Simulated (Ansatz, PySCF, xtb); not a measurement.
Reaction (SMILES): O=C=S [sulfanylidenemethanone] + C (CH4) → C=O (CH2O) [formaldehyde] + C=S (CH2S)
Structures are relaxed separately at B3LYP-D3(BJ)/def2-TZVP in Ansatz (an electronic-structure program). Unstable Hartree-Fock reference: C=S (CH2S).

Property: bond separation energy (enthalpy at 298 K, with B3LYP-D3(BJ) rigid-rotor harmonic-oscillator terms from PySCF), in kJ/mol. Correlated levels leave the core frozen unless marked. No spin-orbit coupling. Non-relativistic. Basis-set limits of correlation are two-point, X^-3; Hartree-Fock from the larger set.

```tsv
level	program	bond separation energy (kJ/mol)
GFN2-xTB	xtb	___
PBE0-D3(BJ)/def2-TZVP	Ansatz + dftd3	___
MN15-D3(BJ)/def2-TZVPD	PySCF + dftd3	231.5
wB97M-V/def2-TZVPD	Ansatz	229.3
SCS-MP2/6-31G*	Ansatz	229.3
SCS-MP2/cc-pV(Q+d)Z	Ansatz	234.1
CCSD/6-31G	Ansatz	174.1
CCSD(T)/CBS(cc-pV(T+d)Z,cc-pV(Q+d)Z)	Ansatz	___
```

What belongs in the gaps?


- GFN2-xTB, bond separation energy (kJ/mol): 262.5
- PBE0-D3(BJ)/def2-TZVP, bond separation energy (kJ/mol): 243.7
- CCSD(T)/CBS(cc-pV(T+d)Z,cc-pV(Q+d)Z), bond separation energy (kJ/mol): 225.2
